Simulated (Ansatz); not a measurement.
`N[Si](O)(F)Cl` + H₂Te → `O[Si](F)(Cl)[TeH]` + NH₃ at 600 K and 1 bar (ligand exchange at the Si–N bond).

Isolated molecules relaxed with PBE0-D4/def2-TZVP in Ansatz; ΔE leaves out vibrations. CBS: MP2 limit from def2 TZ/QZ plus the TZ coupled-cluster correction, frozen cores. This one scheme is used for every species. def2 core potentials past Kr. For Te outer-core shells are correlated without core-valence functions, which leaves a few kJ/mol of doubt a bond. Each species was taken in one conformer, which may not be the lowest.

```csv
species,CCSD(T)/CBS energy (Eh),H − E (kJ/mol),S (J/(mol·K))
`N[Si](O)(F)Cl`,-980.55564,178.4,423.4
H₂Te,-268.91024,52.9,255.0
`O[Si](F)(Cl)[TeH]`,-1192.94963,129.4,462.0
NH₃,-56.50880,112.4,219.5
```

H − E and S are ideal-gas, rigid-rotor, harmonic terms from PBE0-D4/def2-TZVP, for one conformer and one mirror image of each species. 1 Eh = 2625.50 kJ/mol, R = 8.31446 J/(mol·K).

**Question.** By hand: ΔE, ΔH, ΔS and ΔG.

**Answer.** ΔE = (-1192.94963) + (-56.50880) − (-980.55564) − (-268.91024) = 0.00745 Eh = 19.6 kJ/mol. Δ(H − E) = 129.4 + 112.4 − 178.4 − 52.9 = 10.5, so ΔH = 30.1 kJ/mol. ΔS = 462.0 + 219.5 − 423.4 − 255.0 = 3.1 J/(mol·K). ΔG = 30.1 − 600 × (3.1)/1000 = 28.2 kJ/mol.

**Question.** By hand: the equilibrium constant, and the temperature at which ΔG would vanish if ΔH and ΔS stayed fixed.

**Answer.** log₁₀ K = −ΔG/(RT ln 10) = -2.5. ΔG = 0 at ΔH/ΔS = 9710 K, far beyond where these terms or the molecules hold.

The number of gas molecules stays the same, so ΔS is small and ΔH decides. A doubt of 5 kJ/mol in ΔE shifts log₁₀ K by 0.4 here. Other conformers and mirror images would add mixing entropy, several J/(mol·K) or more a flexible species. These are equilibria of isolated gas molecules and say nothing of rates. Largest T1 diagnostic: 0.011 (customary marks: 0.02 for closed shells, 0.045 for open ones).
